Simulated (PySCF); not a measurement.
These are B3LYP-D3(BJ)/def2-TZVP // PBE0-D4/def2-SVP run with PySCF values and carry that method's errors. Gas-phase values, no solvent. One relaxed conformer stands for a flexible species; it need not be the lowest. B3LYP has the VWN-RPA correlation part, as in Gaussian. 

Reference species (SMILES): `[CH](=O)[GeH2][NH2]` (neutral, multiplicity 1).

- LUMO: -1.70 eV
- HOMO–LUMO gap: 4.87 eV

Changed species: `[NH2][GeH2][GeH2][GeH2][GeH2][GeH2][CH]=O` (n = 5; the reference has n = 1).

Task: Predict the effect on the LUMO and HOMO–LUMO gap.

Result: the LUMO falls by 0.22 eV, to -1.92 eV; the HOMO–LUMO gap falls by 0.32 eV, to 4.55 eV.
